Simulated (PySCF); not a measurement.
**Peak assignment**

Geometry:
```csv
atom,x (Å),y (Å),z (Å)
C1,-2.699,-0.245,0.184
C2,-1.214,-0.568,0.094
C3,-0.361,0.698,0.022
N4,1.060,0.425,-0.065
Si5,1.699,0.032,-1.631
Si6,1.893,0.071,1.416
H7,-3.016,0.327,-0.685
H8,-2.909,0.344,1.075
H9,-3.289,-1.158,0.230
H10,-1.017,-1.174,-0.793
H11,-0.906,-1.148,0.968
H12,-0.550,1.307,0.911
H13,-0.665,1.280,-0.853
H14,1.026,0.920,-2.581
H15,1.450,-1.365,-2.018
H16,3.134,0.279,-1.570
H17,3.309,0.314,1.166
H18,1.698,-1.315,1.868
H19,1.346,0.986,2.420
```

PySCF 2.14 calculation with NMR shieldings at PBE0/pcSseg-1/GIAO and coordinates at the GFN2-xTB level; non-relativistic Hamiltonian, in vacuum, rapidly exchanging positions averaged, a single conformation.

References, each an isolated molecule treated in the same way: 13C and 1H against TMS.

**Question.** Assign these signals to the numbered atoms. 13C{1H} NMR (computed): δ 59.8 (CH2), 28.8 (CH2), 12.9 (CH3).

**Answer.** 
| δ (ppm) | atoms | environment | reason |
| --- | --- | --- | --- |
| 59.8 | C3 | sp3 CH2 bonded to N | deshielded by the electronegative neighbour |
| 28.8 | C2 | sp3 CH2 | aliphatic region, no heteroatom directly attached |
| 12.9 | C1 | methyl carbon | saturated and bonded to C and H only |

**Question.** Assign these signals to the numbered atoms. 1H NMR (400 MHz, computed): δ 4.75 (s, 6H), 2.98 (t, 2H), 1.56 (m, 2H), 0.94 (t, 3H).

**Answer.** 
4.75 → H14/H15/H16/H17/H18/H19, hydrogen on a silicon bonded to N
2.98 → H12/H13, hydrogen on an sp3 CH2 bonded to N: its carbon carries N, which withdraws density
1.56 → H10/H11, hydrogen on an sp3 CH2
0.94 → H7/H8/H9, hydrogen on a methyl carbon: far from electronegative atoms and π systems

Shifts are as computed. Against solution values, carbons near 30 ppm lie about +3 ppm off and those near 130 ppm about +5 ppm. Of 1211 compounds with measured shifts, 218 miss one by over three times the rms of a fit or turn the order of signals round; such compounds aren't used in these exercises. No couplings were computed; multiplicities are counted from neighbouring protons, with m where these are inequivalent, close in shift, in a saturated or five-membered ring or joined by F or P, and br s for small geminal =CH2 splittings.
